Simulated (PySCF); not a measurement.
# Correlation energy of Bi (bismuth, neutral)

Starting occupation: [Xe] 4f14 5d10 6s2 6p2 7s1, 6p3/2 with m_j = +1/2, +3/2, 7s1/2 with m_j = +1/2. Calculation: PySCF 2.14, in x2c-SVPall-2c with one added diffuse shell each of s, p type (8s12p7d2f, 93 functions); X2C-1e with screened-nucleus spin-orbit coupling, Gaussian nucleus. Frozen: [Kr] 4d10 4f14; 23 electrons correlated; the 22 highest virtual spinors left out.

MP2 pair energies summed by pair of shells (mhartree):

```csv
pair,energy,share (%)
5d-5d,-167.48,47.3
5d-6s,-65.04,18.4
5d-6p,-24.85,7.0
5d-5p,-23.93,6.8
6p-6s,-17.37,4.9
5p-5p,-14.61,4.1
6s-6s,-9.28,2.6
5d-5s,-4.79,1.4
5d-7s,-4.62,1.3
6p-7s,-4.46,1.3
6s-7s,-3.74,1.1
5p-6s,-3.63,1.0
6p-6p,-3.49,1.0
5p-6p,-2.77,0.8
5p-5s,-2.26,0.6
5s-5s,-0.80,0.2
5s-6s,-0.50,0.1
5p-7s,-0.14,0.0
5s-6p,-0.12,0.0
5s-7s,-0.03,0.0
```

Total MP2 correlation energy: -353.90 mhartree.

The GHF reference relaxed away from the jj start to a determinant that is no pure jj level (⟨S²⟩ = 2.80, ⟨J²⟩ = 8.76); the energies belong to that determinant.

This basis was not built for core-valence correlation, so the inner-shell part is incomplete.
